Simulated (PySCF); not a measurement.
1,1-dibromoethane, C₂H₄Br₂.
SMILES with atom numbers: `[CH3:1][CH:2]([Br:3])[Br:4]` (hydrogens: H5, H6, H7 on C1; H8 on C2)

A GFN2-xTB structure was refined with PBE0-D3(BJ)/def2-TZVP geometry optimisation, gas phase in PySCF 2.14.0. Its GFN2-xTB values:

| coordinate | GFN2-xTB |
| --- | --- |
| C1–C2 | 1.482 Å |
| C1–H5 | 1.110 Å |
| C2–Br3 | 1.960 Å |
| C2–Br4 | 1.972 Å |
| C2–H8 | 1.095 Å |
| C1–C2–Br3 | 111.3° |
| C1–C2–H8 | 113.9° |
| C2–C1–H5 | 110.1° |
| C2–C1–H7 | 111.3° |
| Br3–C2–Br4 | 108.7° |
| Br3–C2–H8 | 105.5° |
| H5–C1–H6 | 107.8° |

How do these coordinates change at the PBE0-D3(BJ)/def2-TZVP level?

| coordinate | PBE0-D3(BJ)/def2-TZVP (Å or °) | change |
| --- | --- | --- |
| C2–Br4 | 1.939 | -0.033 |
| C1–C2 | 1.502 | +0.020 |
| C2–Br3 | 1.941 | -0.019 |
| C1–H5 | 1.092 | -0.018 |
| C2–H8 | 1.085 | -0.010 |
| Br3–C2–Br4 | 110.9 | +2.2 |
| H5–C1–H6 | 109.1 | +1.3 |
| C1–C2–H8 | 113.2 | -0.7 |
| C2–C1–H5 | 109.6 | -0.5 |
| C2–C1–H7 | 110.9 | -0.4 |
| C1–C2–Br3 | 111.0 | -0.3 |
| Br3–C2–H8 | 105.2 | -0.3 |

The energy falls by 3.9 kJ/mol over 8 energy and gradient evaluations, the largest force component goes from 0.0224 to 2.4e-04 Eh/bohr, and the atoms move by 0.024 Å rms after alignment. The bond that changes most is C2–Br4 (sp3 C–Br carbon to alkyl bromine), which shortens by 0.033 Å. Bonds longer at the end by more than 0.005 Å: 2 of 7; shorter: 4. Rotational constants go from 5175, 1227, 1021 to 5301, 1228, 1025 MHz.

The run used 182 basis functions and 55 SCF cycles in all.

No PBE0-D3(BJ)/def2-TZVP frequencies stand behind this structure, so it isn't proved a minimum.
